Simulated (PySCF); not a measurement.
H3O3P, SMILES OP(O)O.

The structure is a stationary point at PBE-D3(BJ)/def2-SVP. The values are those of a single conformer.

The numbers are results of PBE-D3(BJ)/def2-SVP (PySCF), not measurements.

Frequencies are harmonic and unscaled.

Modes within 1.5 cm⁻¹ of each other (mostly degenerate sets) share a row, with their intensities summed.

Computed vibrational spectrum:
```csv
mode,ν (cm⁻¹),IR (km/mol),moving atoms (share of kinetic energy)
1–2,135,175.9,"H 76 %, O 21 %"
3,289,75.3,"H 89 %, O 9 %"
4–5,356,12.2,"O 66 %, H 25 %, P 9 %"
6,439,7.3,"O 63 %, P 26 %, H 11 %"
7,801,27.7,"O 60 %, P 25 %, H 15 %"
8–9,810,415.7,"O 62 %, P 35 %"
10–11,948,224.0,H 88 %
12,1011,132.6,"H 76 %, O 16 %, P 8 %"
13–15,3711,217.9,H 94 %
```
